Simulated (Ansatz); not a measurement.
Born–Oppenheimer molecular dynamics of CH4AlNOS (9 atoms, charge 0, multiplicity 1). It goes on from the last frame of an earlier run, with new velocities.

Theory: UKS B3LYP-D4/STO-3G in Ansatz 0.2.0.

```
ensemble                      : NVE (velocity Verlet)
time step                     : 0.5 fs
steps asked                   : 347
starting velocities drawn for : 400 K
seed                          : 586753
```

First frame:

```xyz
9
Properties=species:S:1:pos:R:3
N -1.575 -0.569 0.896
C -0.578 0.067 0.272
O -0.661 1.500 0.322
Al 0.865 -0.982 -0.393
S 2.552 -0.508 -1.384
H -2.107 0.169 1.497
H -1.616 1.703 0.514
H 0.785 -2.244 0.385
H 2.371 0.792 -1.797
```

Question: What does the run give?

Answer: All steps were run.

```
steps done                                               : 347
time covered                                             : 173.5 fs
mean temperature over the second half                    : 566 K
spread of the potential energy over the second half      : 11.6 meV per atom
mean potential energy of the second half above the start : -16.7 meV per atom
```

The conserved energy stayed within 0.15 meV per atom of its start (net change -0.086 meV per atom), so the integration is sound. The system heated up, since it started high on the potential surface and ran downhill. A run of 0.17 ps of so small a system gives no equilibrium averages. Limits of this set-up: minimal basis.

Question: What happens to the structure?

Answer: The same pairs are bonded in the first frame and the last. Pairs count as bonded within 1.25 times the sum of covalent radii (0.12 Å more for H–H). Another seed would give other details.

Question: How do temperature and energy run in time?

Answer: 
```csv
time (fs),T (K),potential energy less start (eV),conserved less start (meV/atom)
0.0,400,0.000,0.00
8.5,626,-0.205,-0.03
17.0,673,-0.248,-0.06
25.5,709,-0.280,-0.10
34.0,479,-0.072,-0.03
42.5,680,-0.253,0.02
51.0,769,-0.334,-0.01
59.5,577,-0.160,0.03
68.0,698,-0.270,-0.03
76.5,820,-0.381,-0.11
85.0,781,-0.346,-0.14
93.5,657,-0.232,0.02
102.0,594,-0.175,0.06
110.5,607,-0.187,0.01
119.0,745,-0.313,-0.09
127.5,550,-0.136,-0.08
136.0,435,-0.032,-0.06
144.5,486,-0.078,-0.01
153.0,670,-0.244,-0.04
161.5,369,0.028,0.02
170.0,353,0.042,0.04
```

The run took 30 min on 1 thread of Arm Neoverse N1, on a shared host, peak memory 0.14 GiB.
